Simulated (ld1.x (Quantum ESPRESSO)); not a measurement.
**What one change does to a pseudopotential (titanium (Ti), TM semilocal)**

```json
{
 "Element": "titanium",
 "Generator": "ld1.x (Quantum ESPRESSO) 7.5",
 "Type": "norm-conserving Troullier–Martins (semilocal form)",
 "Functional": "PBE",
 "Relativity": "scalar-relativistic",
 "Frozen core": "[Ar]",
 "Valence charge": "4",
 "Reference configuration": "3d2 4s1 4p0 (charge +1)",
 "Partial waves": "4p (bound, empty): rc 3.05 bohr; 3d (bound): rc 2.20 bohr; 4s (bound): rc 2.30 bohr",
 "Local potential": "the s channel",
 "Core correction": "none"
}
```

Change: core [Ne], valence charge 12; reference 3s2 3p6 3d2 4s2 4p0; waves now 3p (bound): rc 1.60 bohr; 3d (bound): rc 2.60 bohr; 3s (bound): rc 1.40 bohr; core correction Bessel-smoothed model core, default radius (core density twice the valence density) (4s counted twice).

Cutoffs: the cutoffs (Ry, on a coarse ladder) from which the occupation-weighted sum of valence levels, in a spherical-Bessel basis at the reference potential, stays within 10 and 1 mRy of its value at 400 Ry; they do not see the model core or the augmentation charge, which bear on the density cutoff. Errors are all-electron minus pseudo energies relative to the spin-unpolarised reference configuration.

Task: What does the change do?

Result: The potential gets harder (45 Ry and 55 Ry → 70 Ry and 90 Ry); the miss of the reference levels goes from 0.00 to 0.27 eV; neither file shows a bound ghost. The added semicore shells are compact, so their waves need more plane waves. A semilocal file is local in each channel, so a ghost entry of none says nothing of the separable form that plane-wave codes build from it. In the changed file ld1.x takes every shell without a wave as core, so the model core holds the 4s electrons as well and exchange and correlation see them twice. This cancels in the reference configuration, but the file is broken for other ones, and its errors say nothing about a proper core correction. Several settings change at once here, so the effects cannot be laid on one of them.

| quantity | base | changed |
| --- | --- | --- |
| cutoff, loose | 45 Ry | 70 Ry |
| cutoff, tight | 55 Ry | 90 Ry |
| bound ghosts | none | none |
| largest miss of a reference level, eV | 0.00 | 0.27 |
| largest error over its own tests, meV | +414 | -2264 |
